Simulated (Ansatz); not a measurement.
Ideal-gas functions of `F[SiH2][AlH][Cl]` at 298.15 K and 1 bar, from an Ansatz frequency run at PBE0-D4/def2-TZVP.

Molar mass 112.54 g/mol, point group Cs (symmetry number 1), electronic degeneracy 1, moments of inertia 80.515, 333.141, 407.858 u Å². Harmonic wavenumbers (cm⁻¹, unscaled): 32, 71, 220, 326, 357, 491, 535, 639, 736, 843, 881, 938, 1943, 2198, 2204.

Use S(trans) = R[1.5 ln M + 2.5 ln T − 1.1517]; rotational temperatures θ = 24.2544 K / I; S(rot) = R[ln(√π/σ · √(T³/θAθBθC)) + 1.5]; for each mode x = 1.438777 ν̃/T, S = R[x/(eˣ − 1) − ln(1 − e⁻ˣ)] and H = RT x/(eˣ − 1); 1 cm⁻¹ = 0.0119627 kJ/mol; R = 8.31446 J/(mol·K).

Problem. By hand: the entropy, in J/(mol·K).

Solution. Translation 167.8. Rotation: θ = 0.3012, 0.0728, 0.0595 K, giving 115.9. Vibration, mode by mode: 23.85, 17.26, 8.20, 5.35, 4.75, 2.85, 2.41, 1.62, 1.11, 0.73, 0.63, 0.50, 0.01, 0.00, 0.00, in all 69.3. Electronic 0.0. Sum 353.0 J/(mol·K).

Problem. By hand: H − E and G − E in kJ/mol, counted from the electronic energy.

Solution. Zero-point energy ½ × 12414 × 0.0119627 = 74.3; thermal vibration 9.9; translation, rotation and pV give 4 RT = 9.9. H − E = 94.1 kJ/mol, and G − E = 94.1 − 298.15 × 353.0/1000 = -11.1 kJ/mol.

Vibration gives 20 % of the entropy, 41.1 J/(mol·K) of it from the modes under 150 cm⁻¹: soft modes count most, and the harmonic formula is weakest for them. The sum counts one conformer and one mirror image; others add a mixing term.
